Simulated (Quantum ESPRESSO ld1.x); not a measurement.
The numbers below are computed, except where a source is named.
Q: All-electron atom: F4+ in [He] 2s2 3d1 (not the ground configuration). Level of theory: non-relativistic Kohn-Sham, LDA (Slater exchange, Perdew-Zunger correlation), spin-polarised, spherical densities, point nucleus; open shells are filled with parallel spins first (ld1.x of Quantum ESPRESSO 7.5). Some entries of the table are withheld. Estimate them.

orbital,occ.,eigenvalue (hartree),<1/r> (bohr^-1)
1s down,1,-29.2473,8.602
1s up,1,-29.2472,8.601
2s up,1,-4.72309,1.796
2s down,1,-4.69246,1.806
2p up,0,-4.15467,1.732
2p down,0,-4.12966,1.741
3s up,0,-1.62534,0.6837
3s down,0,-1.54634,0.6753
3d up,1,-1.29822,(1)
3d down,0,-1.22031,(2)
4d up,0,-0.64814,0.3289
4d down,0,-0.62510,0.3178
4f up,0,-0.61478,0.3137
4f down,0,-0.57560,0.2932

A: 
(1) 3d up <1/r> (bohr^-1): 0.6155
(2) 3d down <1/r> (bohr^-1): 0.6144
